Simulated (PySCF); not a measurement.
Compound: C₃H₈OSi.
Z-matrix (Å and degrees, PBE0-D3(BJ)/def2-SVP geometry), rows numbered from 1:
```
C 
O   1  1.4014
Si  2  1.6576  1  125.33
C   3  1.8348  2  117.77  1  -142.57
C   4  1.5621  3   65.28  2   107.45
H   1  1.1005  2  108.60  3   178.55
H   1  1.1050  2  112.02  3    59.31
H   1  1.1054  2  112.06  3   -62.39
H   3  1.4844  2  112.87  1    67.06
H   4  1.0960  3  118.67  5  -106.93
H   4  1.0957  3  120.56  5   107.46
H   5  1.0961  3  120.85  4  -106.93
H   5  1.0963  3  119.39  4   106.13
```

The calculation used PBE0-D3(BJ)/def2-SVP geometry optimisation, gas phase (PySCF).

Masses are those of the commonest isotopes; rigid-rotor values at the optimised geometry. The values belong to one conformer with, in the numbering `[CH3:1][O:2][SiH:3]1[CH2:4][CH2:5]1`, C1–O2–Si3–C4 -143°.

Question: Give the principal moments of inertia and the rotational constants in GHz.

Answer: Ia = 49.69, Ib = 213.75, Ic = 223.50 u·Å²; 505379 MHz·u·Å²/I gives 10171, 2364 and 2261 MHz, that is A = 10.171, B = 2.3644, C = 2.2612 GHz.

Question: Classify the top.

Answer: A near-prolate asymmetric top; Ray's κ = -0.974.

Question: What does the inertial defect say?

Answer: Not planar: Δ = Ic − Ia − Ib = -39.93 u·Å². For a rigid frame Δ = −2 Σ m c², so Σ m c² = 19.97 u·Å² lies off the ab plane: 8.78 from hydrogen and 11.18 from heavier atoms. The atom farthest from that plane is 1.86 Å away.

Question: Give the other two planar moments, Paa and Pbb, and the rms extents of the mass along the axes.

Answer: Paa = Σ m a² = (Ib + Ic − Ia)/2 = 193.78 and Pbb = Σ m b² = (Ia + Ic − Ib)/2 = 29.72 u·Å². With the mass M = 88.03 u, the rms extents √(P/M) along a, b and c are 1.48, 0.58, 0.48 Å.

Question: Give the coordinates in the principal-axis frame, origin at the centre of mass.

Answer: The sense of each axis is arbitrary; atoms in the order of the calculation.
```json
{"atom": "C1", "mass (u)": "12.000", "a (Å)": "2.326", "b (Å)": "0.389", "c (Å)": "0.089"}
{"atom": "O2", "mass (u)": "15.995", "a (Å)": "1.183", "b (Å)": "-0.374", "c (Å)": "0.364"}
{"atom": "Si3", "mass (u)": "27.977", "a (Å)": "-0.253", "b (Å)": "-0.281", "c (Å)": "-0.459"}
{"atom": "C4", "mass (u)": "12.000", "a (Å)": "-1.804", "b (Å)": "-0.450", "c (Å)": "0.506"}
{"atom": "C5", "mass (u)": "12.000", "a (Å)": "-1.504", "b (Å)": "0.997", "c (Å)": "0.000"}
{"atom": "H6", "mass (u)": "1.008", "a (Å)": "3.108", "b (Å)": "0.124", "c (Å)": "0.816"}
{"atom": "H7", "mass (u)": "1.008", "a (Å)": "2.130", "b (Å)": "1.473", "c (Å)": "0.175"}
{"atom": "H8", "mass (u)": "1.008", "a (Å)": "2.723", "b (Å)": "0.191", "c (Å)": "-0.924"}
{"atom": "H9", "mass (u)": "1.008", "a (Å)": "-0.147", "b (Å)": "-0.760", "c (Å)": "-1.861"}
{"atom": "H10", "mass (u)": "1.008", "a (Å)": "-1.736", "b (Å)": "-0.598", "c (Å)": "1.590"}
{"atom": "H11", "mass (u)": "1.008", "a (Å)": "-2.678", "b (Å)": "-0.949", "c (Å)": "0.073"}
{"atom": "H12", "mass (u)": "1.008", "a (Å)": "-2.191", "b (Å)": "1.406", "c (Å)": "-0.749"}
{"atom": "H13", "mass (u)": "1.008", "a (Å)": "-1.264", "b (Å)": "1.729", "c (Å)": "0.781"}
```

Question: Predict some low-J microwave lines.

Answer: The dipole components are |μa| = 0.67 D, |μb| = 0.75 D, |μc| = 0.56 D. Intensities carry the squares of the components, which stand as 0.79 : 1.00 : 0.56 (a : b : c). Some lines, for components of 0.1 D or more:

| type | branch | J(Ka,Kc) | MHz | lower level (cm⁻¹) |
| --- | --- | --- | --- | --- |
| a | Q | 3(1,2) ← 3(1,3) | 619 | 1.178 |
| b | R | 3(0,3) ← 2(1,2) | 6168 | 0.720 |
| c | Q | 3(1,3) ← 3(0,3) | 7553 | 0.926 |
| c | Q | 1(1,1) ← 1(0,1) | 7806 | 0.154 |
| a | R | 2(0,2) ← 1(0,1) | 9250 | 0.154 |
| a | R | 3(0,3) ← 2(0,2) | 13873 | 0.463 |
| a | R | 3(2,1) ← 2(2,0) | 13881 | 1.511 |
| a | R | 3(1,2) ← 2(1,1) | 14031 | 0.730 |
| b | R | 2(1,2) ← 1(0,1) | 16954 | 0.154 |
| a | R | 4(3,2) ← 3(3,1) | 18504 | 3.285 |
| a | R | 4(1,3) ← 3(1,2) | 18707 | 1.198 |
| c | R | 3(1,2) ← 2(0,2) | 22045 | 0.463 |
| c | Q | 3(2,2) ← 3(1,2) | 23265 | 1.198 |
| b | R | 4(1,4) ← 3(0,3) | 25847 | 0.926 |
| b | R | 2(2,0) ← 1(1,1) | 32878 | 0.415 |
| b | Q | 3(3,0) ← 3(2,1) | 39285 | 1.974 |
| b | Q | 4(3,2) ← 4(2,3) | 39293 | 2.591 |
| c | R | 4(2,2) ← 3(1,2) | 41782 | 1.198 |
| b | R | 3(3,0) ← 2(2,1) | 53167 | 1.511 |
| b | R | 4(3,2) ← 3(2,1) | 57790 | 1.974 |
| b | R | 4(3,1) ← 3(2,2) | 57795 | 1.974 |
| b | R | 4(4,1) ← 3(3,0) | 73508 | 3.285 |
| c | R | 4(4,1) ← 3(3,1) | 73508 | 3.285 |
| b | R | 4(4,0) ← 3(3,1) | 73508 | 3.285 |

Question: Estimate the classical rotational partition function at 50 K, 100 K and 200 K.

Answer: Point group C1, symmetry number σ = 1; q = (√π/σ)·√((kT/h)³/(ABC)), k/h = 20836.6 MHz/K: 8080 at 50 K, 22900 at 100 K, 64700 at 200 K.

PBE0-D3(BJ)/def2-SVP frequencies: not computed here. No vibrational averaging or centrifugal distortion is included, and the geometry carries the error of its method. A rigid rotor knows nothing of internal rotation, which can split or shift real lines.
